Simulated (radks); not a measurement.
Results of a calculation; reference values are marked as such.
Valence configurations of the platinum ion Pt3+ (all share [Xe]). Level of theory: scalar-relativistic Kohn-Sham, SCAN, spin-unpolarised, spherical densities, finite nucleus; meta-GGA in the generalised Kohn-Sham scheme; Fermi nuclear charge, rms radius 5.427 fm (a radial shooting solver on a logarithmic mesh with Libxc functionals). Energies are relative to 4f14 5d7; eigenvalues in eV.

valence           E (eV)    e(4f)    e(5d)    e(6p)    e(6s)
4f14 5d7           0.000  -106.54  -38.892        -        -
4f13 5d7 6s1      81.382  -122.70  -43.790        -  -34.530
4f14 5d6 6p1      17.399  -112.43  -43.164  -24.732        -
4f14 5d5 6p2      36.903  -118.35  -47.342  -26.780        -
4f14 5d6 6s1       7.349  -110.92  -41.821        -  -34.086
4f13.5 5d6 6s1.5  47.473  -119.01  -44.277        -  -35.476
4f13.5 5d7.5      35.058  -112.30  -39.815        -        -
4f14 5d5 6s1 6p1  26.322  -116.85  -46.060  -26.057  -36.786
4f13 5d8          72.564  -118.16  -40.733        -        -
4f12 5d9          155.09  -130.11  -42.556        -        -

NIST lists [Xe] 4f14 5d7 as the ground configuration; this level of theory agrees among the configurations tried. The energies are those of spherical spin-averaged densities, not of single terms.
